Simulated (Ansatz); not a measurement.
Cost and result for the atomization energy of Ge$_{4}$H$_{10}$O, SMILES `[OH][Ge]([GeH3])([GeH3])[GeH3]` (15 atoms, 14 bonds).

Cartesian coordinates in Å:
```
O -0.167 0.135 -2.204
Ge -0.027 0.055 -0.409
Ge -2.129 -0.754 0.523
Ge 0.431 2.350 0.230
Ge 1.806 -1.441 0.183
H -0.349 -0.723 -2.594
H -3.274 0.230 0.230
H -1.996 -0.926 2.046
H -2.486 -2.120 -0.092
H 1.738 2.834 -0.415
H 0.575 2.416 1.760
H -0.724 3.266 -0.201
H 3.150 -0.883 -0.313
H 1.582 -2.825 -0.455
H 1.870 -1.613 1.710
```

Total charge 0; spin multiplicity 1. Correlated methods include outer-core shells of Ge, which these sets cover unevenly. Scalar relativity is left out up to krypton. Geometry: relaxed with PBE0-D4/def2-TZVP. It is one conformer, not always the lowest. Program: Ansatz. All runs use 3 threads of an AMD EPYC 7R13 on a shared host and a share of an NVIDIA H100 80 GB. Times are those of one run each, without the atoms' runs, and a repeat can differ threefold. Electronic energies, without spin–orbit coupling; frozen cores. CCSD(T)/CBS adds CCSD(T) − MP2 in def2-TZVPP to the MP2 limit, and its time is that of the two runs behind it. T1 = 0.012. With those shells the extrapolation isn't a true limit. B3LYP takes the VWN-RPA correlation (the form of Gaussian; ORCA's B3LYP/G). HSE06 is the plane-wave form, built on full-range PBE exchange.

CCSD(T)/CBS is a level of theory with its own doubt, some kJ/mol a heavy atom from the limit and from the frozen cores, so smaller differences don't rank the functionals.

```
                            level  functions  wall time
             revPBE-D4/def2-TZVPP        363      2.1 s
              BHLYP-D4/def2-TZVPP        363      2.2 s
              HSE06-D4/def2-TZVPP        363      2.8 s
B3LYP-D4/def2-TZVPP (with forces)        363        3 s
            r2SCANh-D4/def2-TZVPP        363      3.2 s
                 CCSD(T)/def2-SVP        192      3.2 s
                B2PLYP/def2-TZVPP        363      3.7 s
               PBE0-D4/def2-TZVPP        363      4.5 s
 ωB97M-V/def2-TZVPP (with forces)        363      4.7 s
                B97M-V/def2-TZVPP        363      5.5 s
                   MP2/def2-QZVPP        713      8.5 s
               CCSD(T)/def2-TZVPP        363       21 s
                CCSD(T)/CBS(def2)          –       30 s
```

Task: What atomization energy does each give, and how far from CCSD(T)/CBS? (Estimate.)

Result: Ansatz gave: 
| level | atomization (kJ/mol) | difference from CCSD(T)/CBS | per bond |
| --- | --- | --- | --- |
| revPBE-D4/def2-TZVPP | 4020.4 | -164.2 | -11.7 |
| BHLYP-D4/def2-TZVPP | 4050.2 | -134.4 | -9.6 |
| HSE06-D4/def2-TZVPP | 4081.4 | -103.2 | -7.4 |
| B3LYP-D4/def2-TZVPP (with forces) | 4111.9 | -72.7 | -5.2 |
| r2SCANh-D4/def2-TZVPP | 4140.9 | -43.7 | -3.1 |
| CCSD(T)/def2-SVP | 3868.3 | -316.3 | -22.6 |
| B2PLYP/def2-TZVPP | 4071.7 | -112.9 | -8.1 |
| PBE0-D4/def2-TZVPP | 4082.3 | -102.3 | -7.3 |
| ωB97M-V/def2-TZVPP (with forces) | 4104.0 | -80.6 | -5.8 |
| B97M-V/def2-TZVPP | 4204.1 | 19.5 | 1.4 |
| MP2/def2-QZVPP | 4112.2 | -72.4 | -5.2 |
| CCSD(T)/def2-TZVPP | 4113.3 | -71.3 | -5.1 |
| CCSD(T)/CBS(def2) | 4184.6 | 0.0 | 0.0 |

From PBE to PBE0 (25 % exact exchange), in def2-TZVPP and without D4, the atomization energy moves by −23.9 kJ/mol: exact exchange takes away binding that semilocal exchange gives to molecules. The D4 term adds +63.6 kJ/mol with B3LYP and +34.4 kJ/mol with PBE0; it sums over pairs of atoms, weighted by their polarisabilities, and B3LYP, whose exchange is more repulsive, gets the larger term. At CCSD(T), def2-SVP lies −316.4 kJ/mol from the extrapolated value and def2-TZVPP −71.3 kJ/mol: correlation converges slowly with the basis, and small sets miss more of it in the bonded molecule than in its fragments.
